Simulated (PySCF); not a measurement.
# What builds the third ionisation energy along group 6

Calculated with PySCF 2.14 from differences of total energies of unrestricted determinants, without spin-orbit coupling. Each column adds one step, in eV (sums use unrounded values): valence MP2, valence CCSD, valence triples, then the next inner shell at CCSD(T) (Cr 3s 3p, Mo 4s 4p, W 5s 5p). References (NIST) marked * lie between the lowest fine-structure levels; the others compare directly ((s) semi-empirical, (t) theoretical).

```tsv
element	UHF	+ MP2	+ CCSD	+ (T)	+ inner shell	sum	reference
Cr [Ar] 3d4 → [Ar] 3d3 (def2-QZVPPD, non-relativistic)	29.881	0.680	0.057	0.010	0.452	31.080	30.959 ± 0.025 *
Mo [Kr] 4d4 → [Kr] 4d3 (def2-QZVPPD with the def2 core potential (28 electrons), ECP)	26.079	0.556	0.061	0.010	0.285	26.991	27.13 ± 0.12 (s) *
W [Xe] 4f14 5d4 → [Xe] 4f14 5d3 (def2-QZVPPD with the def2 core potential (60 electrons), ECP)	24.675	0.501	0.059	0.009	0.288	25.532	26 ± 0.4 (s) *
```

What remains against the references is mostly basis incompleteness and, for starred values, spin-orbit coupling.

These are valence bases, so the inner-shell step is incomplete.
